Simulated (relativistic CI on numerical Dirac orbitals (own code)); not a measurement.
## Pd⁵⁺ (4d5) in a crystal field

Calculated by Dirac-Coulomb-Breit CI, separate exchange-only KLI orbitals for each configuration, QED by a radiative potential, one configuration in a parametric crystal field, unscaled Slater integrals (own radial code). With so little scaling, terms lie 10 to 35 % too far apart, which can change the order of excited levels.

Field parameters in Wybourne normalisation: D3d B²₀ = −7Dσ, B⁴₀ = −14Dq − 21Dτ, B⁴₃ = −14√(10/7) Dq; D4h B²₀ = −7Ds, B⁴₀ = 21(Dq − Dt), B⁴₄ = 21√(5/14) Dq. The field is a parameter set, without covalency.

S and J are read from ⟨S²⟩ = S(S + 1) and ⟨J²⟩ = J(J + 1) of each level; they are not fictitious spins.

D4h, 10Dq = 42600, Ds = -590, Dt = -60 cm⁻¹, the lowest 10 levels:

| E (cm⁻¹) | Degeneracy | Irrep | S | J |
| --- | --- | --- | --- | --- |
| 0.0 | 2 | Γ7 | 0.53 | 4.59 |
| 3201 | 2 | Γ6 | 0.52 | 4.38 |
| 4194 | 2 | Γ7 | 0.52 | 4.39 |
| 22857 | 2 | Γ7 | 1.61 | 3.76 |
| 23506 | 2 | Γ6 | 1.63 | 3.64 |
| 23558 | 2 | Γ7 | 1.62 | 3.64 |
| 24716 | 2 | Γ6 | 1.49 | 3.43 |
| 24963 | 2 | Γ7 | 1.51 | 3.48 |
| 25248 | 2 | Γ6 | 1.50 | 3.15 |
| 30548 | 2 | Γ7 | 1.58 | 3.45 |

Principal g values of the ground doublet: 1.77, 1.77, 3.12.

D3d, 10Dq = 28600, Dσ = 920, Dτ = 180 cm⁻¹, the lowest 16 levels:

```tsv
E (cm⁻¹)	Degeneracy	Irrep	S	J
0.0	2	Γ4	0.70	4.46
2967	2	Γ5+Γ6	0.99	4.17
4119	2	Γ4	2.21	2.94
4575	2	Γ4	2.36	2.74
4625	2	Γ5+Γ6	2.22	2.97
5857	2	Γ4	1.05	4.18
11591	2	Γ4	1.51	3.54
12133	2	Γ4	1.54	3.46
12216	2	Γ5+Γ6	1.55	3.66
12856	2	Γ4	1.57	3.70
13916	2	Γ5+Γ6	1.53	3.62
14514	2	Γ4	1.52	3.61
19667	2	Γ4	1.49	3.94
19958	2	Γ5+Γ6	1.49	3.72
20049	2	Γ4	1.48	3.45
20265	2	Γ4	1.46	3.49
```

Principal g values of the ground doublet: 1.49, 1.49, 3.59.

D4h, 10Dq = 21400, Ds = 850, Dt = 100 cm⁻¹, the lowest 16 levels:

```
E (cm⁻¹)  Degeneracy  Irrep     S     J
     0.0           2     Γ7  2.47  2.53
     6.8           2     Γ6  2.47  2.53
    28.8           2     Γ7  2.47  2.52
   10671           2     Γ7  0.89  4.29
   13713           2     Γ7  1.09  4.03
   14187           2     Γ6  1.27  4.07
   15349           2     Γ6  1.47  3.68
   16069           2     Γ7  1.49  3.54
   16302           2     Γ6  1.49  3.17
   17481           2     Γ6  1.04  4.30
   17497           2     Γ7  1.22  4.18
   17972           2     Γ7  1.26  4.10
   21639           2     Γ7  1.47  3.49
   22119           2     Γ7  1.44  3.87
   22378           2     Γ6  1.46  4.01
   22623           2     Γ6  1.48  3.77
```

Principal g values of the ground doublet: 2.27, 2.27, 4.84.

D3d, 10Dq = 29350, Dσ = -530, Dτ = -100 cm⁻¹, the lowest 16 levels:

```tsv
E (cm⁻¹)	Degeneracy	Irrep	S	J
0.0	2	Γ4	0.75	4.43
3046	2	Γ4	1.74	3.55
3334	2	Γ5+Γ6	2.19	2.97
3833	2	Γ4	2.35	2.77
4267	2	Γ4	1.69	3.66
4914	2	Γ5+Γ6	1.07	4.15
11649	2	Γ5+Γ6	1.52	3.58
12181	2	Γ4	1.51	3.39
12375	2	Γ4	1.54	3.61
12849	2	Γ5+Γ6	1.55	3.78
12993	2	Γ4	1.52	3.59
13370	2	Γ4	1.54	3.72
18889	2	Γ4	1.49	3.76
19066	2	Γ5+Γ6	1.48	3.65
20189	2	Γ4	1.48	3.56
20250	2	Γ4	1.48	3.61
```

Principal g values of the ground doublet: 1.02, 2.87, 2.87.

D3d, 10Dq = 19500, Dσ = -380, Dτ = 310 cm⁻¹, the lowest 16 levels:

| E (cm⁻¹) | Degeneracy | Irrep | S | J |
| --- | --- | --- | --- | --- |
| 0.0 | 2 | Γ4 | 2.47 | 2.53 |
| 29.1 | 2 | Γ5+Γ6 | 2.47 | 2.53 |
| 33.7 | 2 | Γ4 | 2.47 | 2.52 |
| 10712 | 2 | Γ4 | 0.88 | 4.30 |
| 13765 | 2 | Γ5+Γ6 | 1.07 | 4.11 |
| 14595 | 2 | Γ4 | 1.23 | 3.99 |
| 15574 | 2 | Γ4 | 1.50 | 3.57 |
| 16216 | 2 | Γ5+Γ6 | 1.46 | 3.70 |
| 16439 | 2 | Γ4 | 1.46 | 3.25 |
| 17596 | 2 | Γ4 | 1.25 | 4.16 |
| 17651 | 2 | Γ5+Γ6 | 1.22 | 4.16 |
| 18546 | 2 | Γ4 | 1.16 | 4.19 |
| 22948 | 2 | Γ4 | 1.47 | 3.68 |
| 23012 | 2 | Γ4 | 1.48 | 3.95 |
| 23135 | 2 | Γ5+Γ6 | 1.48 | 3.88 |
| 23282 | 2 | Γ4 | 1.48 | 3.81 |

Principal g values of the ground doublet: 0.42, 0.42, 9.09.

The free-ion ground term has S = 5/2. The field overcomes the spin-pairing energy for D4h, 10Dq = 42600, Ds = -590, Dt = -60 cm⁻¹; D3d, 10Dq = 28600, Dσ = 920, Dτ = 180 cm⁻¹; D3d, 10Dq = 29350, Dσ = -530, Dτ = -100 cm⁻¹, where the ground state has lower spin; these fields are assumed values.

Levels of this model without a field, named by their leading LS term: ⁶S5/2 0, ⁴G5/2 32355, ⁴G7/2 32839, ⁴G11/2 32983, ⁴G9/2 33121, ⁴P5/2 36123, ⁴P3/2 36935, ⁴P1/2 38031 cm⁻¹.
